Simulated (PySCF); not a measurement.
A geometry optimisation, step by step.

Compound: C9H12O.
Bonds: C1–O2, O2–C3, C3–C4 (double), C4–C5, C5–C6 (double), C6–C7, C7–C8, C8–C9, C9–C10, C3–C7, C7–C10. Hydrogens: H11, H12, H13 on C1; H14 on C4; H15 on C5; H16 on C6; H17, H18 on C8; H19, H20 on C9; H21, H22 on C10.

Computed by this run: PBE0-D3(BJ)/def2-SVP geometry optimisation, gas phase (PySCF); density fitting, grid level 2; the optimiser is geomeTRIC in internal coordinates, started from a GFN2-xTB structure. The frame can shift and turn from step to step; on so coarse a grid that alone can change the energy by a few meV, and forces under 0.02 eV/Å are noise.

Step 0: E = -11552.5086 eV, largest atomic force 0.935 eV/Å
```
atom  x, y, z in Å  |  force x, y, z in eV/Å
C1      2.760    1.283   -0.438   -0.509   0.015   0.022
O2      1.360    1.160   -0.361   -0.205  -0.660   0.073
C3      0.879   -0.097   -0.220   -0.129   0.923  -0.084
C4      1.503   -1.285   -0.133    0.366  -0.032  -0.019
C5      0.494   -2.317    0.007    0.036   0.049  -0.003
C6     -0.725   -1.768    0.008   -0.193   0.340  -0.019
C7     -0.608   -0.285   -0.137    0.425  -0.029  -0.017
C8     -1.480    0.362   -1.242   -0.131  -0.008   0.189
C9     -2.416    0.932   -0.170    0.258  -0.015  -0.012
C10    -1.381    0.567    0.900   -0.148  -0.045  -0.171
H11     2.970    2.346   -0.547    0.129   0.281  -0.033
H12     3.155    0.740   -1.302    0.126  -0.161  -0.238
H13     3.240    0.905    0.470    0.146  -0.116   0.254
H14     2.559   -1.483   -0.159    0.597  -0.013  -0.026
H15     0.729   -3.363    0.095    0.066  -0.593   0.054
H16    -1.672   -2.267    0.095   -0.554  -0.351   0.058
H17    -0.931    1.133   -1.777    0.216   0.281  -0.209
H18    -1.916   -0.337   -1.951   -0.105  -0.219  -0.333
H19    -2.654    1.989   -0.260   -0.184   0.377  -0.027
H20    -3.341    0.367   -0.073   -0.365  -0.183   0.032
H21    -1.744    0.019    1.767   -0.075  -0.155   0.376
H22    -0.792    1.420    1.227    0.233   0.314   0.132
```

Step 1: E = -11552.5806 eV, largest atomic force 0.203 eV/Å
```
atom  x, y, z in Å  |  force x, y, z in eV/Å
C1      2.949   -0.100   -0.516    0.064   0.004  -0.006
O2      1.554   -0.227   -0.446    0.117   0.165  -0.021
C3      1.077   -1.463   -0.310   -0.056  -0.129   0.017
C4      1.705   -2.662   -0.223    0.043   0.000  -0.002
C5      0.663   -3.683   -0.081    0.028  -0.106   0.009
C6     -0.559   -3.112   -0.082   -0.076  -0.038   0.005
C7     -0.409   -1.629   -0.229    0.000   0.011   0.001
C8     -1.269   -0.952   -1.339    0.000  -0.026  -0.093
C9     -2.226   -0.413   -0.265   -0.075   0.067  -0.003
C10    -1.174   -0.748    0.803    0.010  -0.007   0.095
H11     3.179    0.967   -0.626   -0.025  -0.015   0.003
H12     3.356   -0.652   -1.384   -0.028   0.012   0.028
H13     3.432   -0.485    0.401   -0.033   0.007  -0.026
H14     2.777   -2.855   -0.250   -0.025   0.004   0.000
H15     0.872   -4.752    0.012   -0.022   0.048  -0.003
H16    -1.521   -3.619    0.008    0.035   0.028  -0.003
H17    -0.700   -0.154   -1.839   -0.006  -0.011   0.039
H18    -1.681   -1.630   -2.101    0.019   0.024   0.000
H19    -2.525    0.643   -0.353   -0.014  -0.032   0.003
H20    -3.140   -1.019   -0.167    0.036  -0.009  -0.002
H21    -1.512   -1.265    1.713    0.018   0.023  -0.006
H22    -0.570    0.126    1.091   -0.009  -0.018  -0.035
```

Step 2: E = -11552.5823 eV, largest atomic force 0.071 eV/Å
```
atom  x, y, z in Å  |  force x, y, z in eV/Å
C1      2.956   -0.100   -0.517    0.008  -0.015   0.002
O2      1.562   -0.224   -0.447   -0.015   0.014  -0.002
C3      1.079   -1.463   -0.309   -0.018  -0.068   0.008
C4      1.702   -2.664   -0.222    0.037   0.010  -0.002
C5      0.660   -3.686   -0.080   -0.006   0.054  -0.005
C6     -0.560   -3.111   -0.082   -0.039  -0.018   0.003
C7     -0.409   -1.626   -0.229    0.034   0.027  -0.004
C8     -1.269   -0.950   -1.340   -0.016  -0.032  -0.012
C9     -2.231   -0.418   -0.265    0.001   0.033  -0.003
C10    -1.175   -0.745    0.804   -0.014  -0.028   0.018
H11     3.184    0.968   -0.626   -0.002   0.000   0.000
H12     3.361   -0.652   -1.383    0.002   0.001   0.001
H13     3.436   -0.485    0.400    0.003   0.001  -0.001
H14     2.773   -2.859   -0.249    0.007   0.001  -0.001
H15     0.865   -4.754    0.013   -0.004   0.005   0.000
H16    -1.524   -3.614    0.007   -0.006   0.004   0.001
H17    -0.702   -0.148   -1.834    0.007   0.010   0.027
H18    -1.675   -1.626   -2.106    0.007   0.012  -0.013
H19    -2.539    0.635   -0.351   -0.018  -0.006   0.001
H20    -3.138   -1.032   -0.166    0.017  -0.023   0.001
H21    -1.507   -1.261    1.716    0.008   0.014   0.009
H22    -0.573    0.131    1.086    0.005   0.005  -0.028
```

Step 3: E = -11552.5831 eV, largest atomic force 0.187 eV/Å
```
atom  x, y, z in Å  |  force x, y, z in eV/Å
C1      2.968   -0.108   -0.517   -0.057  -0.006   0.006
O2      1.572   -0.223   -0.448   -0.152  -0.109   0.015
C3      1.080   -1.461   -0.309    0.111   0.096  -0.014
C4      1.706   -2.661   -0.222   -0.170   0.006   0.007
C5      0.656   -3.677   -0.080    0.001  -0.036   0.003
C6     -0.566   -3.106   -0.082    0.122   0.085  -0.012
C7     -0.409   -1.622   -0.230    0.034   0.073  -0.010
C8     -1.270   -0.945   -1.341   -0.028  -0.025   0.073
C9     -2.241   -0.428   -0.264    0.085  -0.003  -0.004
C10    -1.176   -0.741    0.804   -0.035  -0.038  -0.064
H11     3.199    0.959   -0.627    0.024   0.015  -0.003
H12     3.368   -0.663   -1.382    0.027  -0.012  -0.027
H13     3.441   -0.495    0.401    0.032  -0.007   0.026
H14     2.776   -2.858   -0.249    0.008  -0.007   0.000
H15     0.857   -4.744    0.013    0.019  -0.064   0.005
H16    -1.530   -3.606    0.007   -0.023  -0.022   0.004
H17    -0.706   -0.135   -1.823    0.018   0.033   0.008
H18    -1.666   -1.618   -2.114   -0.002   0.000  -0.028
H19    -2.568    0.617   -0.349   -0.024   0.019  -0.001
H20    -3.135   -1.060   -0.165   -0.005  -0.034   0.004
H21    -1.498   -1.252    1.721    0.001   0.005   0.027
H22    -0.580    0.142    1.073    0.016   0.031  -0.016
```

Step 4: E = -11552.5861 eV, largest atomic force 0.201 eV/Å
```
atom  x, y, z in Å  |  force x, y, z in eV/Å
C1      2.972   -0.112   -0.516   -0.061   0.016   0.004
O2      1.575   -0.222   -0.448   -0.099  -0.174   0.021
C3      1.082   -1.461   -0.309    0.057   0.124  -0.016
C4      1.701   -2.665   -0.221   -0.066   0.002   0.003
C5      0.650   -3.679   -0.079   -0.023   0.069  -0.005
C6     -0.568   -3.099   -0.082    0.046   0.045  -0.005
C7     -0.406   -1.615   -0.231    0.039   0.040  -0.007
C8     -1.266   -0.938   -1.341   -0.038  -0.030   0.095
C9     -2.246   -0.440   -0.263    0.105  -0.007  -0.005
C10    -1.173   -0.734    0.802   -0.048  -0.047  -0.083
H11     3.205    0.954   -0.627    0.032   0.016  -0.003
H12     3.371   -0.668   -1.381    0.025  -0.014  -0.029
H13     3.444   -0.500    0.402    0.029  -0.008   0.028
H14     2.771   -2.866   -0.248    0.019  -0.006   0.000
H15     0.845   -4.748    0.015    0.023  -0.055   0.004
H16    -1.534   -3.592    0.006   -0.034  -0.033   0.004
H17    -0.707   -0.116   -1.809    0.020   0.032   0.001
H18    -1.650   -1.606   -2.124   -0.004   0.000  -0.033
H19    -2.596    0.598   -0.347   -0.029   0.022  -0.001
H20    -3.125   -1.093   -0.163   -0.012  -0.031   0.004
H21    -1.484   -1.239    1.727    0.000   0.007   0.032
H22    -0.582    0.157    1.056    0.019   0.031  -0.009
```

Step 5: E = -11552.5904 eV, largest atomic force 0.144 eV/Å
```
atom  x, y, z in Å  |  force x, y, z in eV/Å
C1      2.987   -0.126   -0.515   -0.049   0.013   0.001
O2      1.589   -0.224   -0.449   -0.002  -0.143   0.017
C3      1.087   -1.459   -0.309    0.010   0.119  -0.015
C4      1.692   -2.669   -0.219    0.062  -0.035   0.000
C5      0.634   -3.676   -0.077   -0.032   0.122  -0.010
C6     -0.576   -3.081   -0.083   -0.051  -0.004   0.005
C7     -0.401   -1.598   -0.233    0.028  -0.013  -0.002
C8     -1.261   -0.921   -1.340   -0.040  -0.029   0.070
C9     -2.262   -0.472   -0.261    0.080   0.009  -0.005
C10    -1.170   -0.716    0.795   -0.048  -0.042  -0.058
H11     3.234    0.937   -0.626    0.008   0.005  -0.001
H12     3.384   -0.687   -1.379    0.010  -0.007  -0.014
H13     3.456   -0.518    0.404    0.011  -0.005   0.013
H14     2.760   -2.880   -0.244    0.018  -0.002   0.000
H15     0.819   -4.747    0.018    0.017  -0.010   0.000
H16    -1.548   -3.564    0.005   -0.015  -0.022   0.002
H17    -0.714   -0.070   -1.771    0.011   0.012  -0.008
H18    -1.616   -1.575   -2.149    0.001   0.009  -0.025
H19    -2.671    0.545   -0.341   -0.026   0.006   0.001
H20    -3.100   -1.177   -0.158   -0.010  -0.011   0.002
H21    -1.451   -1.203    1.740    0.004   0.014   0.023
H22    -0.595    0.196    1.010    0.012   0.013   0.003
```

Step 6: E = -11552.5917 eV, largest atomic force 0.074 eV/Å
```
atom  x, y, z in Å  |  force x, y, z in eV/Å
C1      2.994   -0.134   -0.514   -0.016   0.012  -0.001
O2      1.596   -0.228   -0.449    0.030  -0.067   0.007
C3      1.091   -1.459   -0.309   -0.029   0.054  -0.006
C4      1.689   -2.672   -0.217    0.052  -0.011  -0.002
C5      0.625   -3.672   -0.076   -0.012   0.044  -0.003
C6     -0.583   -3.072   -0.083   -0.035   0.002   0.003
C7     -0.398   -1.591   -0.233    0.001  -0.024   0.001
C8     -1.258   -0.912   -1.340   -0.020  -0.012   0.029
C9     -2.268   -0.488   -0.260    0.036   0.011  -0.003
C10    -1.168   -0.707    0.792   -0.024  -0.018  -0.023
H11     3.245    0.929   -0.625    0.004  -0.001   0.000
H12     3.391   -0.696   -1.379    0.001  -0.002  -0.001
H13     3.463   -0.527    0.405    0.001  -0.001   0.001
H14     2.756   -2.890   -0.242    0.007   0.001   0.000
H15     0.806   -4.744    0.020    0.007   0.005  -0.001
H16    -1.557   -3.553    0.005    0.001  -0.008  -0.001
H17    -0.717   -0.048   -1.752    0.004  -0.001  -0.008
H18    -1.600   -1.556   -2.162    0.002   0.008  -0.011
H19    -2.707    0.518   -0.338   -0.012  -0.003   0.001
H20    -3.085   -1.217   -0.156   -0.006   0.001   0.000
H21    -1.435   -1.182    1.747    0.004   0.010   0.009
H22    -0.601    0.215    0.986    0.005   0.001   0.007
```

Step 7: E = -11552.5919 eV, largest atomic force 0.023 eV/Å
```
atom  x, y, z in Å  |  force x, y, z in eV/Å
C1      2.997   -0.138   -0.514    0.000   0.004  -0.001
O2      1.599   -0.229   -0.449    0.012   0.019  -0.001
C3      1.089   -1.457   -0.309    0.012  -0.002  -0.001
C4      1.690   -2.669   -0.218    0.007  -0.013   0.001
C5      0.626   -3.669   -0.077   -0.002   0.008   0.000
C6     -0.583   -3.071   -0.083   -0.019  -0.013   0.003
C7     -0.399   -1.590   -0.234    0.002  -0.017   0.001
C8     -1.260   -0.911   -1.339   -0.001   0.001   0.000
C9     -2.270   -0.488   -0.260    0.003   0.004  -0.001
C10    -1.170   -0.707    0.791   -0.002   0.001   0.001
H11     3.250    0.924   -0.625   -0.003  -0.002   0.000
H12     3.392   -0.701   -1.378   -0.002   0.001   0.003
H13     3.464   -0.533    0.406   -0.003   0.000  -0.003
H14     2.757   -2.886   -0.242   -0.003   0.002   0.000
H15     0.809   -4.741    0.019   -0.003   0.008  -0.001
H16    -1.556   -3.555    0.005    0.002   0.001  -0.001
H17    -0.719   -0.046   -1.751    0.000  -0.004  -0.003
H18    -1.601   -1.554   -2.163    0.002   0.004  -0.001
H19    -2.712    0.517   -0.338   -0.003  -0.005   0.001
H20    -3.086   -1.218   -0.155    0.000   0.002  -0.001
H21    -1.435   -1.179    1.748    0.002   0.005   0.000
H22    -0.603    0.216    0.984    0.001  -0.004   0.003
```

Q: Summarise the path.

A: The energy falls by 1.92 kcal/mol from step 0 to step 7; nine tenths of that is first reached at step 4. It falls at every step. The largest force goes from 0.935 to 0.023 eV/Å. Among the bonds C6–H16 changes most (a near tie, within 0.001 Å, with another), from 1.074 to 1.091 Å; the atoms move by 0.133 Å rms after alignment.

Q: Follow the three bonds and two angles with the largest change from start to end.

A: 
```csv
step,E above end (kcal/mol),largest force (eV/Å),C6–H16 (Å),O2–C3 (Å),C4–C5 (Å),C9–C8–H18 (°),C9–C10–H21 (°)
0,1.92,0.935,1.074,1.353,1.450,116.8,116.8
1,0.26,0.203,1.092,1.333,1.466,117.9,117.9
2,0.22,0.071,1.091,1.336,1.467,117.9,118.0
3,0.20,0.187,1.090,1.340,1.468,118.1,118.1
4,0.13,0.201,1.089,1.341,1.468,118.2,118.2
5,0.04,0.144,1.090,1.340,1.467,118.6,118.6
6,0.01,0.074,1.090,1.338,1.467,118.9,118.8
7,0.00,0.023,1.091,1.336,1.467,118.9,118.9
```

The cost below is that of the whole optimisation. The run took 2.6 min on one thread of an Arm Neoverse V2, no GPU (shared host), and the process peaked at 0.98 GiB of memory.
